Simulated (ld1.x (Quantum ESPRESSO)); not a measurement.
**An all-electron radial function and its pseudo partner (He (Z = 2))**

Columns: radius, all-electron u(r) and pseudo u(r) of the 1s shell (level -15.52 eV) of helium in the configuration 1s2; LDA (PZ), scalar-relativistic, RRKJ scheme, ld1.x (Quantum ESPRESSO) 7.5.

| r (bohr) | all-electron | pseudo |
| --- | --- | --- |
| 0.028 | 0.1246 | 0.1031 |
| 0.055 | 0.2320 | 0.2008 |
| 0.083 | 0.3312 | 0.2986 |
| 0.110 | 0.4162 | 0.3879 |
| 0.138 | 0.4942 | 0.4738 |
| 0.165 | 0.5606 | 0.5491 |
| 0.193 | 0.6211 | 0.6183 |
| 0.220 | 0.6721 | 0.6762 |
| 0.248 | 0.7181 | 0.7270 |
| 0.275 | 0.7565 | 0.7676 |
| 0.303 | 0.7906 | 0.8018 |
| 0.330 | 0.8186 | 0.8283 |
| 0.358 | 0.8430 | 0.8503 |
| 0.385 | 0.8624 | 0.8673 |
| 0.413 | 0.8788 | 0.8816 |
| 0.440 | 0.8914 | 0.8926 |
| 0.468 | 0.9013 | 0.9017 |
| 0.495 | 0.9082 | 0.9083 |
| 0.523 | 0.9129 | 0.9129 |
| 0.550 | 0.9152 | 0.9152 |
| 0.578 | 0.9156 | 0.9156 |
| 0.605 | 0.9142 | 0.9142 |
| 0.633 | 0.9112 | 0.9112 |
| 0.660 | 0.9069 | 0.9069 |
| 0.688 | 0.9011 | 0.9011 |
| 0.715 | 0.8944 | 0.8944 |

Question: How many radial nodes do the two functions have?

Answer: The all-electron 1s function has n − l − 1 = 0; the pseudo-wave has 0.

Question: At about which radius was the pseudo-wave matched?

Answer: 0.55 bohr. The columns agree to 0.0005 from 0.47 bohr on; several derivatives are matched, so the curves merge somewhat inside the radius.

Question: Is the pseudo-wave norm-conserving?

Answer: Yes: the RRKJ scheme keeps the norm inside the radius equal to the all-electron one, which fixes the energy derivative of the logarithmic derivative at the level.
